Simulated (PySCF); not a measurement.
BGeH7N2, CH7GeNSi, GeH4NSi (calculated)

Calculation on a computer-drawn molecule: the log of a Hartree-Fock and frozen-core CCSD(T) single point meant for a local Hartree-Fock minimum, with one planted fault or none, to be diagnosed. Offsets are logged minus clean, where the clean run is the same molecule without the fault. The reference is restricted for singlets and unrestricted otherwise, and also for a bond in bohr or an excited solution. Adding or removing an electron swaps singlet and doublet. The excited solution moves the top pair (singlet) or top alpha electron (doublet) to the lowest empty orbital. Highest occupied and lowest empty are orbital energies over both spins, largest force is the largest gradient component, triples share is (T) over the correlation energy, the T1 limit is 0.02 restricted and 0.045 unrestricted, electrons count all cores, a negative frequency is imaginary (commonest isotopes), and the dipole is about the centre of nuclear charge; on germanium a core potential holds 10 electrons, which the energies leave out, and 3d is frozen in MP2 and coupled-cluster steps. Program: PySCF 2.14.0.

Common to all runs: meant multiplicity 1; logged SCF converged yes; logged spin squared 0; logged CC converged yes; logged SCF stable within its kind yes; possible faults no fault, one electron removed, one electron added, multiplicity raised by two, geometry at a saddle point, SCF held on an excited solution, minimal basis STO-3G, one bond length entered in bohr, all coordinates scaled.

```json
{"entry": 1, "formula": "BGeH7N2", "logged_structure": {"atoms_angstrom": [["N", -0.1173, -0.4358, 2.576], ["B", 0.0036, 0.3485, 1.4419], ["Ge", 0.7142, -0.6218, -0.2612], ["N", 0.665, -2.4445, 0.1481], ["H", -0.4316, -0.0895, 3.4594], ["H", 0.1299, -1.406, 2.5765], ["H", -0.2882, 1.5132, 1.4928], ["H", -0.0699, -0.3079, -1.5548], ["H", 2.1929, -0.317, -0.5586], ["H", 1.2638, -3.0025, -0.4377], ["H", -0.2594, -2.8377, 0.0733]]}, "given": {"meant_charge": 0, "meant_basis": "cc-pVDZ", "meant_basis_and_core_potential_on_germanium": "cc-pVDZ-PP ECP10MDF", "logged_electrons": 58, "logged_basis_functions": 100, "logged_highest_occupied [eV]": -10.065, "logged_lowest_empty [eV]": 3.3653, "logged_largest_force [hartree/bohr]": 3.8502e-05, "logged_lowest_frequency [cm^-1]": 120.61, "logged_T1_diagnostic": 0.0136, "logged_D1_diagnostic": 0.050321, "logged_triples_share": 0.026713, "logged_dipole_magnitude [debye]": 1.713, "logged_energy_HF [hartree]": -431.08437, "logged_energy_CCSD(T) [hartree]": -431.68077, "drawn_bonds_atom": [1, 2, 3, 1, 1, 2, 3, 3, 4, 4], "drawn_bonds_other_atom": [2, 3, 4, 5, 6, 7, 8, 9, 10, 11], "drawn_bonds_order": [1, 1, 1, 1, 1, 1, 1, 1, 1, 1]}, "results": {"planted_fault": "no fault", "HF_energy_offset_from_clean_run [kcal/mol]": 0.0, "CCSD(T)_energy_offset_from_clean_run [kcal/mol]": 0.0}}
{"entry": 2, "formula": "CH7GeNSi", "logged_structure": {"atoms_angstrom": [["C", -1.385, 0.1805, 1.532], ["Si", -0.0882, -1.3209, 2.018], ["N", 1.4849, -0.7898, 2.847], ["Ge", 2.2431, 0.7583, 3.3773], ["H", -0.8973, 0.9525, 0.7757], ["H", -1.7409, 0.7797, 2.4912], ["H", -2.3506, -0.2698, 1.0118], ["H", -0.8689, -2.3463, 2.9821], ["H", 0.2735, -2.11, 0.6626], ["H", 1.6092, 2.2803, 3.2194], ["H", 3.7208, 0.7572, 4.1051]]}, "given": {"meant_charge": 0, "meant_basis": "cc-pV(D+d)Z", "meant_basis_and_core_potential_on_germanium": "cc-pVDZ-PP ECP10MDF", "logged_electrons": 66, "logged_basis_functions": 109, "logged_highest_occupied [eV]": -9.4302, "logged_lowest_empty [eV]": 0.86062, "logged_largest_force [hartree/bohr]": 0.050983, "logged_T1_diagnostic": 0.021789, "logged_D1_diagnostic": 0.087139, "logged_triples_share": 0.038955, "logged_dipole_magnitude [debye]": 3.8131, "logged_energy_HF [hartree]": -678.61569, "logged_energy_CCSD(T) [hartree]": -679.22334, "drawn_bonds_atom": [1, 2, 3, 1, 1, 1, 2, 2, 4, 4], "drawn_bonds_other_atom": [2, 3, 4, 5, 6, 7, 8, 9, 10, 11], "drawn_bonds_order": [1, 1, 2, 1, 1, 1, 1, 1, 1, 1]}, "results": {"planted_fault": "all coordinates scaled, by +8.3 %", "HF_energy_offset_from_clean_run [kcal/mol]": 39.96, "CCSD(T)_energy_offset_from_clean_run [kcal/mol]": 24.36}, "notes": ["T1 above single-reference limit"]}
{"entry": 3, "formula": "GeH4NSi", "logged_structure": {"atoms_angstrom": [["N", -1.2961, 0.3429, -1.9255], ["Si", -0.1213, 1.4456, -2.0864], ["Ge", 1.7081, 1.8757, -3.6268], ["H", -1.4044, -0.2752, -2.7127], ["H", -0.0653, 2.304, -0.8507], ["H", 1.3588, 3.4296, -3.7047], ["H", 0.9421, 1.4347, -4.9475]]}, "given": {"meant_charge": -1, "meant_basis": "aug-cc-pV(D+d)Z", "meant_basis_and_core_potential_on_germanium": "aug-cc-pVDZ-PP ECP10MDF", "logged_electrons": 58, "logged_basis_functions": 123, "logged_highest_occupied [eV]": -3.0339, "logged_lowest_empty [eV]": 3.8135, "logged_largest_force [hartree/bohr]": 2.151e-05, "logged_lowest_frequency [cm^-1]": 145.03, "logged_T1_diagnostic": 0.020396, "logged_D1_diagnostic": 0.060041, "logged_triples_share": 0.041824, "logged_dipole_magnitude [debye]": 2.0534, "logged_energy_HF [hartree]": -639.08684, "logged_energy_CCSD(T) [hartree]": -639.54127, "drawn_bonds_atom": [1, 2, 1, 2, 3, 3], "drawn_bonds_other_atom": [2, 3, 4, 5, 6, 7], "drawn_bonds_order": [2, 1, 1, 1, 1, 1]}, "results": {"planted_fault": null}, "notes": ["T1 above single-reference limit"]}
```

**Q.** Give the missing planted fault for GeH4NSi (entry 3).
**A.** no fault

Further results for GeH4NSi (entry 3):

```
HF energy offset from clean run      : 0 kcal/mol
CCSD(T) energy offset from clean run : 0 kcal/mol
```
